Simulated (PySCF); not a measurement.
## Vertical excitation energies

C7H8N2.
Bonds: C1–C2 (triple), C2–C3, C3–N4, N4–C5 (aromatic), C5–C6 (aromatic), C6–C7 (aromatic), C7–C8, C7–N9 (aromatic), N4–N9 (aromatic). Hydrogens: H10 on C1; H11, H12 on C3; H13 on C5; H14 on C6; H15, H16, H17 on C8.

Theory: PySCF 2.14.0, density-fitted response routines, TDDFT B3LYP/def2-SVPD, vertical, gas phase, core orbitals frozen in the response. Isolated species at its GFN2-xTB geometry (one conformer only). Torsions of this conformer, `[CH:1]#[C:2][CH2:3][n:4]1[cH:5][cH:6][c:7]([CH3:8])[n:9]1`: C2–C3–N4–C5 58°.

```json
{"state": "S1", "E (eV)": "5.99", "λ (nm)": "206.9", "ν̃ (cm⁻¹)": "48320", "f": "0.083", "main configurations (H = HOMO, L = LUMO)": "H→L (88%)"}
{"state": "S2", "E (eV)": "6.28", "λ (nm)": "197.5", "ν̃ (cm⁻¹)": "50640", "f": "0.023", "main configurations (H = HOMO, L = LUMO)": "H-1→L (68%), H-1→L+2 (10%), H→L+1 (8%)"}
{"state": "S3", "E (eV)": "6.37", "λ (nm)": "194.7", "ν̃ (cm⁻¹)": "51370", "f": "0.016", "main configurations (H = HOMO, L = LUMO)": "H→L+1 (84%)"}
{"state": "S4", "E (eV)": "6.47", "λ (nm)": "191.6", "ν̃ (cm⁻¹)": "52180", "f": "0.011", "main configurations (H = HOMO, L = LUMO)": "H→L+2 (61%), H-1→L+1 (8%)"}
{"state": "S5", "E (eV)": "6.54", "λ (nm)": "189.6", "ν̃ (cm⁻¹)": "52730", "f": "0.0022", "main configurations (H = HOMO, L = LUMO)": "H-2→L (21%), H-3→L (19%), H-3→L+1 (12%)"}
{"state": "S6", "E (eV)": "6.59", "λ (nm)": "188.1", "ν̃ (cm⁻¹)": "53150", "f": "0.0097", "main configurations (H = HOMO, L = LUMO)": "H-1→L+1 (84%), H→L+2 (8%)"}
{"state": "S7", "E (eV)": "6.66", "λ (nm)": "186.1", "ν̃ (cm⁻¹)": "53750", "f": "0.011", "main configurations (H = HOMO, L = LUMO)": "H→L+3 (50%), H-2→L (28%)"}
{"state": "S8", "E (eV)": "6.73", "λ (nm)": "184.3", "ν̃ (cm⁻¹)": "54270", "f": "0.0074", "main configurations (H = HOMO, L = LUMO)": "H-2→L (29%), H-3→L (26%), H→L+3 (18%)"}
```

Triplets (Tamm–Dancoff): T1 4.67 eV, H-1→L (39%), H→L (30%), H-1→L+2 (10%); T2 5.00 eV, H→L (44%), H-1→L (32%), H→L+2 (9%); T3 5.45 eV, H-4→L (19%), H-4→L+1 (16%), H-4→L+2 (11%).

The lowest singlet comes at 207 nm (578 kJ/mol) in the ultraviolet; it is of moderate strength; its leading configuration is HOMO→LUMO (88%). The lowest level is also the most intense of those listed (f = 0.083). Löwdin shares by element: HOMO nitrogen 38%, carbon 35% or more (atoms not listed hold the other 27%); LUMO carbon 25% or more, nitrogen 22% (atoms not listed hold the other 52%). The oscillator strengths of these states sum to 0.163; summed over the whole spectrum of an exact calculation they would give the number of electrons, 64 (Thomas–Reiche–Kuhn). Of the 8 states listed, 5 reach f = 0.01 and none stays under 0.0005. The listed states span 0.74 eV, and the widest gap between neighbours is 0.29 eV (S1 to S2). Only the lowest 8 singlets were computed, as vertical energies without vibronic structure.
